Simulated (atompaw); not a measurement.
**Reading a pseudo-wave (manganese (Mn))**

Columns: radius, all-electron u(r) and pseudo u(r) of the 4s shell (level -5.12 eV) of manganese in the configuration [Ar] 3d5 4s2 4p0; PBEsol, scalar-relativistic, PAW (atompaw) scheme, atompaw 4.2.0.5.

| r (bohr) | all-electron | pseudo |
| --- | --- | --- |
| 0.104 | 0.0636 | 0.0121 |
| 0.208 | 0.1591 | 0.0250 |
| 0.312 | 0.0357 | 0.0396 |
| 0.415 | -0.1236 | 0.0562 |
| 0.519 | -0.2326 | 0.0759 |
| 0.623 | -0.2712 | 0.0988 |
| 0.727 | -0.2508 | 0.1252 |
| 0.831 | -0.1904 | 0.1551 |
| 0.935 | -0.1071 | 0.1885 |
| 1.038 | -0.0148 | 0.2244 |
| 1.142 | 0.0797 | 0.2632 |
| 1.246 | 0.1699 | 0.3037 |
| 1.350 | 0.2529 | 0.3452 |
| 1.454 | 0.3268 | 0.3867 |
| 1.558 | 0.3913 | 0.4272 |
| 1.662 | 0.4463 | 0.4658 |
| 1.765 | 0.4919 | 0.5011 |
| 1.869 | 0.5297 | 0.5331 |
| 1.973 | 0.5598 | 0.5607 |
| 2.077 | 0.5831 | 0.5831 |
| 2.181 | 0.6002 | 0.6002 |
| 2.285 | 0.6118 | 0.6118 |
| 2.388 | 0.6186 | 0.6186 |
| 2.492 | 0.6212 | 0.6212 |
| 2.596 | 0.6201 | 0.6201 |
| 2.700 | 0.6158 | 0.6158 |

(1) How many radial nodes do the two functions have?

(2) At about which radius was the pseudo-wave matched?

(3) Is the pseudo-wave norm-conserving?

Results:

(1) The all-electron 4s function has n − l − 1 = 3 (the table is too coarse to show those close to the nucleus); the pseudo-wave has 0, since the states of the same l below it are removed with the core.

(2) 2.15 bohr, where the columns begin to agree (steps of 0.10 bohr).

(3) No, it belongs to a PAW set: the norm inside the radius is not constrained, and the difference is carried by the augmentation charge.
